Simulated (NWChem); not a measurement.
Species: TiNH2Cl2 cation; SMILES [NH2][Ti+]([Cl])[Cl]

```xyz
6

Ti     0.2857    -0.3013     0.0000
Cl    -0.7480     0.0901     1.8051
Cl    -0.7480     0.0901    -1.8051
N      1.8525     0.5547     0.0000
H      2.3230     0.9016    -0.8441
H      2.3230     0.9016     0.8441
```
Atoms are numbered in this order, from 1.

Level: PBE0/def2-SVP (NWChem), optimised geometry, unscaled harmonic frequencies. The spin multiplicity was typed, not searched, and may not be the lowest.

```tsv
frequency (cm⁻¹)	IR intensity (km/mol)
101	5.9
134	6.2
184	4.4
393	0.6
482	27.7
496	9.9
613	149.6
697	257.8
824	85.6
1468	82.4
3475	332.7
3577	125.5
```

```
Quantity                                                                            Value
-----------------------------------------------------------------------  ----------------
zero-point energy                                                           17.8 kcal/mol
thermal correction to the enthalpy at 298.15 K (with zero-point energy)     22.1 kcal/mol
heat capacity Cv                                                         18.3 cal/(mol K)
entropy at 298.15 K and 1 atm (symmetry number 1)                        79.9 cal/(mol K)
```

Rigid rotor and harmonic oscillator.
